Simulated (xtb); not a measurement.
Input file for xtb: GFN1-xTB on TaAs, 2S+1 = 1, a spin state set in the input, which need not be the lowest, a point of a bond scan (R = 2.063 Å).

```
$ xtb mol.xyz --gfn 1 --sp --chrg 0 --uhf 0
2

Ta     0.00000000     0.00000000     0.00000000
As     0.00000000     0.00000000     2.06274900
```

Program output:

```
[...]
           -------------------------------------------------
          |                Calculation Setup                |
           -------------------------------------------------



           -------------------------------------------------
          |                 G F N 1 - x T B                 |
           -------------------------------------------------

        Reference                      10.1021/acs.jctc.7b00118
      * Hamiltonian:
        H0-scaling (s, p, d)           1.850000    2.250000    2.000000
        zeta-weighting                 0.000000
      * Dispersion:
        s8                             2.400000
        a1                             0.630000
        a2                             5.000000
        s9                             0.000000
      * Repulsion:
        kExp                           1.500000
        rExp                           1.000000
      * Coulomb:
        alpha                          2.000000
        third order                    atomic
        anisotropic                    false
      * Halogen bond correction:
        rad-scale                      1.300000
        damping                        0.440000


          ...................................................
          :                      SETUP                      :
          :.................................................:
          :  # basis functions                  20          :
          :  # atomic orbitals                  18          :
          :  # shells                            6          :
          :  # electrons                        10          :
          :  # halogen bonds                     0          :
          :  max. iterations                   250          :
          :  Hamiltonian                  GFN1-xTB          :
          :  restarted?                      false          :
          :  GBSA solvation                  false          :
          :  PC potential                    false          :
          :  electronic temp.          300.0000000     K    :
          :  accuracy                    1.0000000          :
          :  -> integral cutoff          0.2500000E+02      :
          :  -> integral neglect         0.1000000E-07      :
          :  -> SCF convergence          0.1000000E-05 Eh   :
          :  -> wf. convergence          0.2000000E-04 e    :
          :  Broyden damping             0.4000000          :
          :  net charge                          0          :
          :  unpaired electrons                  0          :
          ...................................................

 iter      E             dE          RMSdq      gap      omega  full diag
   1      1.5029487  0.150295E+01  0.441E+01    0.06       0.0  T
   2     -2.4521409 -0.395509E+01  0.504E+01    0.00       1.0  T
   3     -2.1552264  0.296914E+00  0.258E+01    0.02       1.0  T
   4     -3.2632628 -0.110804E+01  0.266E+01    0.00       1.0  T
   5     -3.4131437 -0.149881E+00  0.241E+01    0.00       1.0  T
   6     -3.8265697 -0.413426E+00  0.146E+01    0.00       1.0  T
   7     -3.2389284  0.587641E+00  0.198E+01    0.00       1.0  T
   8     -4.2290857 -0.990157E+00  0.181E+00    0.00       1.0  T
   9     -4.2286038  0.481865E-03  0.194E+00    0.00       1.0  T
  10     -4.2295894 -0.985528E-03  0.158E+00    0.00       1.0  T
  11     -4.2336411 -0.405169E-02  0.259E-01    0.00       1.0  T
  12     -4.2337147 -0.736560E-04  0.119E-01    0.00       1.0  T
  13     -4.2337314 -0.167026E-04  0.637E-02    0.00       1.1  T
  14     -4.2337391 -0.768647E-05  0.775E-03    0.00       9.1  T
  15     -4.2337392 -0.105858E-06  0.168E-03    0.00      42.0  T
  16     -4.2337392 -0.490418E-08  0.223E-05    0.00    3164.0  T
  17     -4.2337392 -0.336620E-12  0.290E-06    0.00   24378.6  T

   *** convergence criteria satisfied after 17 iterations ***

         #    Occupation            Energy/Eh            Energy/eV
      -------------------------------------------------------------
         1        2.0000           -0.7301900             -19.8695
         2        2.0000           -0.4066203             -11.0647
         3        2.0000           -0.4066203             -11.0647
         4        2.0000           -0.4002230             -10.8906
         5        0.9690           -0.3676211             -10.0035 (HOMO)
         6        0.9690           -0.3676211             -10.0035 (LUMO)
         7        0.0620           -0.3644099              -9.9161
         8                         -0.2889165              -7.8618
         9                         -0.2889165              -7.8618
        10                         -0.1473224              -4.0088
       ...                                ...                  ...
        18                          1.6062111              43.7072
      -------------------------------------------------------------
                  HL-Gap            0.0000000 Eh            0.0000 eV
             Fermi-level           -0.3676800 Eh          -10.0051 eV

 SCC (total)                   0 d,  0 h,  0 min,  0.005 sec
 SCC setup                      ...        0 min,  0.000 sec (  2.638%)
 Dispersion                     ...        0 min,  0.000 sec (  1.145%)
 classical contributions        ...        0 min,  0.000 sec (  0.731%)
 integral evaluation            ...        0 min,  0.001 sec ( 23.476%)
 iterations                     ...        0 min,  0.002 sec ( 47.503%)
 molecular gradient             ...        0 min,  0.001 sec ( 20.709%)
 printout                       ...        0 min,  0.000 sec (  3.466%)

         :::::::::::::::::::::::::::::::::::::::::::::::::::::
         ::                     SUMMARY                     ::
         :::::::::::::::::::::::::::::::::::::::::::::::::::::
         :: total energy              -4.104921984274 Eh    ::
         :: gradient norm              0.554148809020 Eh/a0 ::
         :: HOMO-LUMO gap              0.000000000000 eV    ::
         ::.................................................::
         :: SCC energy                -4.233739220852 Eh    ::
         :: -> electrostatic           0.004823856948 Eh    ::
         :: repulsion energy           0.129316913041 Eh    ::
         :: dispersion energy         -0.000499676463 Eh    ::
         :: halogen bond corr.         0.000000000000 Eh    ::
         :: add. restraining           0.000000000000 Eh    ::
         :: total charge              -0.000000000677 e     ::
         :::::::::::::::::::::::::::::::::::::::::::::::::::::

           -------------------------------------------------
          |                Property Printout                |
           -------------------------------------------------

    * Orbital Energies and Occupations

         #    Occupation            Energy/Eh            Energy/eV
      -------------------------------------------------------------
         1        2.0000           -0.7301900             -19.8695
         2        2.0000           -0.4066203             -11.0647
         3        2.0000           -0.4066203             -11.0647
         4        2.0000           -0.4002230             -10.8906
         5        0.9690           -0.3676211             -10.0035 (HOMO)
         6        0.9690           -0.3676211             -10.0035 (LUMO)
         7        0.0620           -0.3644099              -9.9161
         8                         -0.2889165              -7.8618
         9                         -0.2889165              -7.8618
        10                         -0.1473224              -4.0088
        11                         -0.0786014              -2.1389
        12                         -0.0786014              -2.1389
        13                         -0.0708401              -1.9277
Note: The following floating-point exceptions are signalling: IEEE_DENORMAL
normal termination of xtb
        14                         -0.0708401              -1.9277
        15                         -0.0621179              -1.6903
        16                          0.1995085               5.4289
       ...                                ...                  ...
        18                          1.6062111              43.7072
      -------------------------------------------------------------
                  HL-Gap            0.0000000 Eh            0.0000 eV
             Fermi-level           -0.3676800 Eh          -10.0051 eV

  Mulliken/CM5 charges         n(s)   n(p)   n(d)
     1Ta   -0.05479  0.25953   0.577  0.150  4.327
     2As    0.05479 -0.25953   1.719  3.234 -0.008

Wiberg/Mayer (AO) data.
largest (>0.10) Wiberg bond orders for each atom

 ---------------------------------------------------------------------------
     #   Z sym  total        # sym  WBO       # sym  WBO       # sym  WBO
 ---------------------------------------------------------------------------
     1  73 Ta   3.165 --     2 As   3.165
     2  33 As   3.165 --     1 Ta   3.165
 ---------------------------------------------------------------------------

Topologies differ in total number of bonds
Writing topology from bond orders to xtbtopo.mol

 dipole moment from electron density (au)
     X       Y       Z
  -0.0000  -0.0000  -1.6591  total (Debye):    4.217


           -------------------------------------------------
          | TOTAL ENERGY               -4.104921984274 Eh   |
          | GRADIENT NORM               0.554148809020 Eh/α |
          | HOMO-LUMO GAP               0.000000000000 eV   |
           -------------------------------------------------

------------------------------------------------------------------------
------------------------------------------------------------------------
 total:
 SCF:
```

The run finished.

Cost: very roughly 0.06 core-seconds.
